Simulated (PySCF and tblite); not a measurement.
The numbers below are computed, except where a source is named.
System: C9H7N, numbered as in [CH2:1]=[CH:2][c:3]1[cH:4][cH:5][c:6]([C:7]#[N:8])[cH:9][cH:10]1.

Geometries: GFN2-xTB; energies: PBE0/pcSseg-1 + D3(BJ); zero-point and thermal terms from GFN2-xTB harmonic modes (soft modes blended into free rotors). Rate constants are transition-state-theory values, counting equivalent paths, without tunnelling. Programs: tblite and PySCF.

**Question.** Estimate the barrier and the room-temperature rate of the rotation about the C3–C2 bond (torsion C4–C3–C2–C1 from 0° to 180°, rising).

**Answer.** The electronic barrier is 3.9 kcal/mol and ΔG‡(298 K) 4.5 kcal/mol, over a Cs saddle with an imaginary mode of 108i cm⁻¹ (GFN2-xTB). With 2 equivalent paths, k is 6.7×10⁹ s⁻¹, a mean lifetime of the start of 150 ps against this motion.
